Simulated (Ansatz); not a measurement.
The first iterations of a band of BFH2 + BrH (6 atoms, charge 0, multiplicity 1).

All numbers below come from RKS B3LYP-D4/def2-SVP (Ansatz 0.2.0).

```json
{
  "movable images": "5",
  "climbing image": "yes",
  "spring": "5.0 eV/Å²",
  "optimiser": "quadratic models (default)",
  "start path": "through a guess of the saddle point",
  "force threshold": "0.05 eV/Å",
  "iteration limit": "60",
  "end points": "relaxed"
}
```

Image 0:

```xyz
6
Properties=species:S:1:pos:R:3
B -0.008 0.314 -0.078
F -0.015 0.654 1.205
H 1.060 0.237 -0.631
H -1.073 0.165 -0.624
Br 0.100 -2.738 0.941
H 0.081 -1.915 2.110
```

Image 6:

```xyz
6
Properties=species:S:1:pos:R:3
B 0.017 -0.414 -0.156
F 0.007 0.134 1.728
H 1.058 0.085 -0.470
H -1.059 0.012 -0.461
Br 0.085 -2.355 0.215
H 0.038 -0.745 2.066
```

| iteration | highest image above the first end (eV) | largest band force component (eV/Å) |
| --- | --- | --- |
| 1 | 2.137 | 5.313 |
| 2 | 1.179 | 2.936 |
| 3 | 1.154 | 1.847 |

**Question.** Does the band converge within its limit, and where does its top end?

**Answer.** It converged. It ended after 10 iterations with the highest image 0.969 eV above the first end. A vibrational analysis at the climbing image gives one clearly imaginary mode, 891i cm⁻¹: a first-order saddle point. The orbitals stay closed-shell, which can raise the energy where a bond breaks towards radicals; this wasn't checked here.

Time of the run: 49 s on 1 thread of AMD EPYC 9R45 96-Core Processor (Zen 5) (shared host), peak memory 0.2 GiB.
